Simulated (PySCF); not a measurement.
Computed vibrations of [Pr(H2O)4]3+

[Pr(H2O)4]3+ (singlet in the valence; each metal's 4f electrons, 2 of them, lie in its core potential, out of spins and levels). PySCF 2.14.0, RKS PBE0, Pr lcecp-1-SVP with ECP48, O def2-SVP, H def2-SVP; non-relativistic Hamiltonian with scalar-relativistic core potentials where named; density fitting; no spin-orbit coupling. Central differences of gradients.

```xyz
13

Pr    0.0000    0.0000    0.0000
O     1.4307    1.3224    1.3843
H     1.3711    1.4787    2.3529
H     2.2283    1.8338    1.1234
O    -1.4306   -1.3843    1.3224
H    -2.2285   -1.1234    1.8337
H    -1.3712   -2.3529    1.4787
O     1.4307   -1.3224   -1.3843
H     2.2283   -1.8338   -1.1234
H     1.3711   -1.4787   -2.3529
O    -1.4306    1.3843   -1.3224
H    -1.3712    2.3529   -1.4787
H    -2.2285    1.1234   -1.8337
```

Run from Python with OMP_NUM_THREADS=2. Where DIIS fails, smearing, a level shift and second-order steps follow.
It took 4.5 min on 2 threads of Arm Neoverse V1, with other jobs on the host.

(1) What are the harmonic wavenumbers and infrared intensities?

(2) Is this a minimum?

An lcecp potential fixes the number of 4f electrons, so in runs with it no electron can move into or out of that shell.

Answers

(1) Negative numbers are unstable modes, those under 60 cm⁻¹ near the noise; a finer grid moves soft modes by up to 10 cm⁻¹.
```json
{"cm⁻¹": "29", "km/mol": "3.4", "symmetry": ""}
{"cm⁻¹": "29", "km/mol": "3.3", "symmetry": ""}
{"cm⁻¹": "36", "km/mol": "2.3", "symmetry": ""}
{"cm⁻¹": "52", "km/mol": "2.3", "symmetry": ""}
{"cm⁻¹": "56", "km/mol": "0.0", "symmetry": ""}
{"cm⁻¹": "89", "km/mol": "2.5", "symmetry": ""}
{"cm⁻¹": "90", "km/mol": "2.3", "symmetry": ""}
{"cm⁻¹": "143", "km/mol": "0.0", "symmetry": ""}
{"cm⁻¹": "168", "km/mol": "0.5", "symmetry": ""}
{"cm⁻¹": "366", "km/mol": "0.0", "symmetry": ""}
{"cm⁻¹": "370", "km/mol": "13.8", "symmetry": ""}
{"cm⁻¹": "370", "km/mol": "13.8", "symmetry": ""}
{"cm⁻¹": "373", "km/mol": "17.4", "symmetry": ""}
{"cm⁻¹": "589", "km/mol": "0.0", "symmetry": ""}
{"cm⁻¹": "592", "km/mol": "9.6", "symmetry": ""}
{"cm⁻¹": "592", "km/mol": "9.5", "symmetry": ""}
{"cm⁻¹": "608", "km/mol": "45.7", "symmetry": ""}
{"cm⁻¹": "637", "km/mol": "0.0", "symmetry": ""}
{"cm⁻¹": "642", "km/mol": "588.3", "symmetry": ""}
{"cm⁻¹": "642", "km/mol": "588.3", "symmetry": ""}
{"cm⁻¹": "652", "km/mol": "525.8", "symmetry": ""}
{"cm⁻¹": "1674", "km/mol": "188.4", "symmetry": ""}
{"cm⁻¹": "1674", "km/mol": "163.5", "symmetry": ""}
{"cm⁻¹": "1674", "km/mol": "163.4", "symmetry": ""}
{"cm⁻¹": "1677", "km/mol": "0.0", "symmetry": ""}
{"cm⁻¹": "3636", "km/mol": "592.8", "symmetry": ""}
{"cm⁻¹": "3636", "km/mol": "612.2", "symmetry": ""}
{"cm⁻¹": "3636", "km/mol": "661.1", "symmetry": ""}
{"cm⁻¹": "3653", "km/mol": "0.1", "symmetry": ""}
{"cm⁻¹": "3680", "km/mol": "0.4", "symmetry": ""}
{"cm⁻¹": "3681", "km/mol": "522.2", "symmetry": ""}
{"cm⁻¹": "3681", "km/mol": "513.2", "symmetry": ""}
{"cm⁻¹": "3682", "km/mol": "482.6", "symmetry": ""}
```

(2) Yes, within the noise of the softest modes. Ideal gas at 298.15 K and 1 bar: S = 494.4 J/(mol K), Cp = 166.5 J/(mol K), H − H(0 K) = 35.2 kJ/mol (rigid rotor, harmonic modes, spin degeneracy alone, that of the 4f electrons in the core included; the modes under 60 cm⁻¹ make these uncertain).
